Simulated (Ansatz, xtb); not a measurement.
**BrH5NSi2+: which of two isomers lies lower**

We compare X, `[NH2+]=[Si]([SiH3])Br`, a singlet, with Y, `[SiH2]=[NH+][SiH2]Br`, a singlet. Both are isolated ions in the gas phase, relaxed with PBE0-D3(BJ)/def2-SVP; the shapes shown needn't be the lowest conformers.

X (Å):

```yaml
atoms:
  - { symbol: Br, position_ang: [-1.6212, 1.0505, -0.8862] }
  - { symbol: N, position_ang: [1.3867, 1.1019, -2.0154] }
  - { symbol: Si, position_ang: [0.4040, 1.7614, -0.8476] }
  - { symbol: Si, position_ang: [1.1512, 3.3496, 0.7332] }
  - { symbol: H, position_ang: [1.0783, 0.4157, -2.7040] }
  - { symbol: H, position_ang: [2.3709, 1.3474, -2.1154] }
  - { symbol: H, position_ang: [0.9005, 2.6798, 2.0351] }
  - { symbol: H, position_ang: [2.5853, 3.5516, 0.4032] }
  - { symbol: H, position_ang: [0.2812, 4.5254, 0.4738] }
```

Y (Å):

```xyz
9

Br    1.1630   -1.0299   -2.8627
N    -0.0078   -0.4216    0.0546
Si   -0.0073   -2.0396    0.4014
Si    0.4876    0.4984   -1.4410
H     0.4568   -3.0041   -0.6083
H    -0.4851   -2.4352    1.7402
H    -0.3457    0.1856    0.8094
H     1.5904    1.3910   -1.0212
H    -0.7305    1.1937   -1.9121
```

Quicker runs give these differences E(Y) − E(X): GFN2-xTB −23.90 kcal/mol; HF/STO-3G +3.10 kcal/mol (at GFN2-xTB geometries); r2SCAN-D4/def2-SVP +1.54 kcal/mol (at GFN2-xTB geometries).

**Question.** Estimate E(Y) − E(X) at the level CCSD(T)/def2-SVP + ΔMP2/def2-TZVPP.

**Answer.** Too close to call at this level: CCSD(T)/def2-SVP + ΔMP2/def2-TZVPP gives E(Y) − E(X) = −0.48 kcal/mol.

How the difference moves with the method:

```
                             level              geometry  E(Y) − E(X) (kcal/mol)  departure from the last row (kcal/mol)  job, with rough time for the two
                          GFN2-xTB              GFN2-xTB                    −23.90                                  −23.42              optimisation, 0.34 s
                         HF/STO-3G              GFN2-xTB                     +3.10                                   +3.58               single point, 0.3 s
                r2SCAN-D4/def2-SVP              GFN2-xTB                     +1.54                                   +2.02                 single point, 2 s
              PBE0-D3(BJ)/def2-SVP  PBE0-D3(BJ)/def2-SVP                     +3.30                                   +3.78                optimisation, 46 s
                       HF/def2-SVP  PBE0-D3(BJ)/def2-SVP                     −4.74                                   −4.26           part of the CCSD(T) run
                      MP2/def2-SVP  PBE0-D3(BJ)/def2-SVP                     −2.76                                   −2.28           part of the CCSD(T) run
                  CCSD(T)/def2-SVP  PBE0-D3(BJ)/def2-SVP                     −1.20                                   −0.72                      single point
CCSD(T)/def2-SVP + ΔMP2/def2-TZVPP  PBE0-D3(BJ)/def2-SVP                     −0.48                                                        single point, 17 s
```

As drawn, Y has 1 N–Si, 1 Si–H in place of 1 Si–Si, 1 N–H.

The largest departure from CCSD(T)/def2-SVP + ΔMP2/def2-TZVPP is that of GFN2-xTB, 23.42 kcal/mol. The last row adds to CCSD(T) the change of the MP2 difference between the two basis sets, here +0.72 kcal/mol.

With harmonic frequencies from PBE0-D3(BJ)/def2-SVP (ideal gas, rigid rotor, one conformer each, 298.15 K, 1 atm): the zero-point term adds −0.91 kcal/mol; ΔH is −1.84 and ΔG −0.73 kcal/mol.

The correlated steps freeze 20 core orbitals; the filled d shell of Br is correlated, in a basis made for valence electrons. Programs: Ansatz 0.2.0, xtb 6.7.1; the last row on 2 threads of Intel(R) Xeon(R) 6975P-C (Granite Rapids) on a shared host.
